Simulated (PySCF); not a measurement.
## Ionisation energy of C⁺ by level of theory

C⁺ [He] 2s2 2p1 (2P) → C²⁺ [He] 2s2 (1S), as a difference of total energies. Calculation: PySCF 2.14, in cc-pVTZ-DK; scalar relativity by spin-free X2C-1e. Correlated levels: valence: 1s2 frozen. The calculations carry no spin-orbit coupling.

| method | ionisation energy (eV) | error (eV) |
| --- | --- | --- |
| UHF | 24.142 | -0.236 |
| BP86 | 24.885 | +0.507 |
| PBE0 | 24.808 | +0.430 |
| MP2 (valence) | 24.352 | -0.026 |
| SCS-MP2 (valence) | 24.313 | -0.065 |
| CCSD (valence) | 24.188 | -0.190 |
| CCSD(T) (valence) | 24.219 | -0.159 |

Reference: 24.378 eV (measured; NIST levels, between the centres of gravity of the two terms).

Errors of the correlated levels include the incompleteness of this basis and the frozen core.

The coupled-cluster amplitudes are large for C²⁺ (T1 above 0.03 or a double amplitude above 0.15), so a single reference is strained.
